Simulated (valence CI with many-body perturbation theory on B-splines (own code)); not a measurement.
Values are calculated unless marked as measured or tabulated.
Hyperfine factors and g values of Mo²⁷⁺

Method: configuration interaction combined with many-body perturbation theory (CI+MBPT): five valence electrons over a frozen Dirac-Fock core [Ne], radial functions for each j: 11 s, 11 p, 10 d, 8 f, 5 g, 2 h, with the one-electron correlation potential Σ1 (screened to all orders), the two-electron term Σ2, the three-electron term Σ3, Breit, model QED; selected single and double excitations, second order for the rest, scaled by the run's own slope (own B-spline code, finite nucleus).

The last digits are not significant, and no measured levels were compared; by estimate large intervals hold to a few tenths of a per cent, small ones and those within an open d or f shell to about a per cent. Among the levels kept, up to 3700 cm⁻¹ of a level comes from second order outside the variational space, and about a tenth of that is noise between levels of different J, which matters for small intervals.

A/g_I is the dipole constant over the nuclear g factor μ/I (μ in nuclear magnetons, uniformly magnetised nucleus), B/Q the quadrupole constant per barn. Both hold the static response of the core; the bare values leave it out. Large factors of s and p1/2 electrons are usually good to 5 to 10 %; those of open d and f shells near neutrality can be off by tens of per cent, and small factors of p3/2, d and f electrons come from cancelling terms and can be off by a factor of two or in sign, in half-filled shells by more. B is blank for J = 1/2, where it vanishes, and for nearly pure S terms. Energies count from the lowest level.

Levels are named by their leading jj configuration (3d3/2^4 stands for four electrons in 3d with j = 3/2), which in mixed levels can hold well under half, so a name can repeat and another be missing. Letters in brackets count levels of one name in rising energy.

| Level | E (eV) | g | A/g_I (MHz) | A/g_I bare | B/Q (MHz/b) | B/Q bare |
| --- | --- | --- | --- | --- | --- | --- |
| (3s^2 3p1/2^2 3p3/2) J=3/2 | 0.00 | 1.549 | 22100 | 22400 | 34100 | 33300 |
| (3s^2 3p1/2 3p3/2^2) J=3/2 | 19.45 | 1.323 | 6690 | 7190 | 23900 | 23300 |
| (3s^2 3p1/2 3p3/2^2) J=5/2 | 24.89 | 1.197 | 54800 | 53700 | -169 | -163 |
| (3s^2 3p1/2 3p3/2^2) J=1/2 | 32.01 | 0.661 | 160000 | 155000 |  |  |
| (3s^2 3p3/2^3) J=3/2 | 51.27 | 1.254 | 30000 | 29700 | -58100 | -56700 |
| (3s 3p1/2^2 3p3/2^2) J=5/2 | 89.47 | 1.538 | 112000 | 109000 | 26100 | 25500 |
| (3s 3p1/2^2 3p3/2^2) J=3/2 | 99.74 | 1.319 | 1290 | 2610 | -33300 | -32300 |
| (3s 3p1/2^2 3p3/2^2) J=1/2 | 102.91 | 2.450 | 349000 | 339000 |  |  |
| (3s^2 3p1/2^2 3d3/2) J=3/2 | 109.85 | 1.058 | 55600 | 54500 | -7170 | -6680 |
| (3s 3p1/2 3p3/2^3) J=3/2 | 116.96 | 0.941 | 8830 | 9040 | -26200 | -25400 |
| (3s^2 3p1/2^2 3d5/2) J=5/2 | 117.80 | 1.162 | 30000 | 29800 | -4470 | -3770 |
| (3s 3p1/2 3p3/2^3) J=5/2 | 120.68 | 1.245 | 98800 | 96200 | -45700 | -44400 |
| (3s^2 3p1/2 3p3/2 3d3/2) J=3/2 [a] | 124.32 | 1.061 | 29600 | 29500 | -18400 | -17900 |
| (3s^2 3p1/2 3p3/2 3d3/2) J=1/2 [a] | 125.45 | 0.710 | 47400 | 46600 |  |  |
| (3s^2 3p1/2 3p3/2 3d3/2) J=5/2 [a] | 127.70 | 0.937 | 44200 | 43300 | -19100 | -18300 |
| (3s^2 3p1/2 3p3/2 3d3/2) J=7/2 | 131.06 | 1.166 | 28100 | 28100 | 12100 | 12400 |
| (3s^2 3p1/2 3p3/2 3d5/2) J=7/2 [a] | 132.79 | 1.278 | 7300 | 7980 | 53800 | 53000 |
| (3s^2 3p1/2 3p3/2 3d3/2) J=1/2 [b] | 133.97 | 0.820 | 69500 | 67300 |  |  |
| (3s^2 3p1/2 3p3/2 3d5/2) J=3/2 [a] | 136.32 | 1.132 | 1690 | 2620 | -22900 | -22400 |
| (3s^2 3p1/2 3p3/2 3d5/2) J=9/2 | 137.51 | 1.249 | 27600 | 27500 | 13600 | 14100 |
| (3s^2 3p1/2 3p3/2 3d5/2) J=5/2 [a] | 139.79 | 1.212 | 27200 | 27200 | -21200 | -20400 |
| (3s^2 3p1/2 3p3/2 3d3/2) J=3/2 [b] | 147.21 | 1.182 | -10900 | -9500 | 14000 | 13800 |
| (3s^2 3p1/2 3p3/2 3d5/2) J=7/2 [b] | 147.56 | 1.039 | 32500 | 32100 | 44700 | 44300 |
| (3s^2 3p1/2 3p3/2 3d3/2) J=5/2 [b] | 148.03 | 1.417 | 22500 | 23000 | 1610 | 1500 |
| (3s^2 3p3/2^2 3d5/2) J=1/2 | 148.95 | 1.589 | 137000 | 134000 |  |  |
| (3s^2 3p1/2 3p3/2 3d5/2) J=3/2 [b] | 151.20 | 1.495 | 38900 | 38900 | -9180 | -9180 |
| (3s^2 3p1/2 3p3/2 3d3/2) J=1/2 [c] | 151.78 | 1.799 | 180000 | 175000 |  |  |
| (3s^2 3p1/2 3p3/2 3d5/2) J=3/2 [c] | 155.23 | 0.902 | 36200 | 35600 | 18900 | 18700 |
| (3s^2 3p1/2 3p3/2 3d5/2) J=5/2 [b] | 157.76 | 1.085 | 7600 | 8000 | 37300 | 37000 |
| (3s^2 3p3/2^2 3d5/2) J=7/2 | 158.14 | 1.225 | 16100 | 16300 | 16700 | 16700 |
| (3s^2 3p3/2^2 3d5/2) J=9/2 | 161.17 | 1.189 | 18400 | 18500 | 60600 | 60000 |
| (3s^2 3p1/2 3p3/2 3d5/2) J=1/2 | 164.27 | 1.046 | -27500 | -26000 |  |  |
| (3s^2 3p3/2^2 3d3/2) J=1/2 | 166.71 | 1.165 | 14900 | 14300 |  |  |
| (3s^2 3p3/2^2 3d3/2) J=3/2 [a] | 169.00 | 1.078 | 18100 | 18200 | -18500 | -18300 |
| (3s^2 3p3/2^2 3d3/2) J=5/2 | 169.19 | 1.180 | 39700 | 39200 | -23100 | -22600 |
| (3s^2 3p3/2^2 3d3/2) J=7/2 | 173.74 | 1.118 | 24600 | 24600 | -2480 | -1770 |
| (3s^2 3p3/2^2 3d5/2) J=5/2 [a] | 175.50 | 1.203 | 9640 | 10200 | 69400 | 68300 |
| (3s^2 3p3/2^2 3d3/2) J=3/2 [b] | 178.67 | 1.130 | 14700 | 15300 | -2320 | -2030 |
| (3s 3p3/2^4) J=1/2 | 183.62 | 1.734 | 197000 | 191000 |  |  |
| (3s^2 3p3/2^2 3d5/2) J=3/2 | 185.63 | 0.936 | 14100 | 14400 | 13400 | 13300 |

Question: Take the isotope of mass number 97, with I = 5/2, μ = -0.9324 μN and Q = 0.255 b. What is the hyperfine structure of (3s^2 3p1/2 3p3/2^2) J=3/2?

Answer: From the table A = -2490 MHz, B = 6100 MHz. Shifts from the centre of gravity in MHz: F = 1: 17300, F = 2: 7480, F = 3: -2730, F = 4: -7810.
